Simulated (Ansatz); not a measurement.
Ansatz (a program for electronic structure) input:

Ansatz 0.2 input:
```yaml
crystal:
  periodic: [false, false, false]
  atoms:
    - {symbol: C, position_ang: [-3.16485566, 1.30615058, -0.65355544]}
    - {symbol: C, position_ang: [-2.11864650, 0.69678409, 0.27383588]}
    - {symbol: C, position_ang: [-1.39167295, -0.49952257, -0.35442526]}
    - {symbol: C, position_ang: [-0.37361252, -1.12308925, 0.53332645]}
    - {symbol: C, position_ang: [0.97159900, -1.50305428, 0.08346783]}
    - {symbol: S, position_ang: [2.28048049, -0.24038992, 0.50118707]}
    - {symbol: C, position_ang: [1.75888351, 1.13459490, -0.55668411]}
    - {symbol: H, position_ang: [-3.67153235, 2.15015890, -0.18247731]}
    - {symbol: H, position_ang: [-2.70816256, 1.66631049, -1.57867446]}
    - {symbol: H, position_ang: [-3.92517583, 0.57026510, -0.92612712]}
    - {symbol: H, position_ang: [-1.38412962, 1.45626447, 0.55621825]}
    - {symbol: H, position_ang: [-2.59198025, 0.37297203, 1.20549920]}
    - {symbol: H, position_ang: [-0.92713331, -0.19492001, -1.29805287]}
    - {symbol: H, position_ang: [-2.15434015, -1.24451067, -0.63374006]}
    - {symbol: H, position_ang: [-0.59882461, -1.21320010, 1.59002606]}
    - {symbol: H, position_ang: [1.01890376, -1.66949193, -0.99421769]}
    - {symbol: H, position_ang: [1.34190229, -2.39800937, 0.58654907]}
    - {symbol: H, position_ang: [2.50465716, 1.91959724, -0.43865160]}
    - {symbol: H, position_ang: [0.78860182, 1.52651674, -0.25691097]}
    - {symbol: H, position_ang: [1.72935662, 0.83310514, -1.60422567]}
basis:
  gaussian:
    orbitals: STO-3G
magnetization: {spin_polarized: true, initial_magnetization: 1}
correlation: {method: ccsd_t, electrons: outside_noble_gas}
```

Question: Predict the final energy.

Answer: -625.58775 Eh (CCSD(T)/STO-3G). The basis has 52 functions.

It need not be the lowest isomer of its formula.
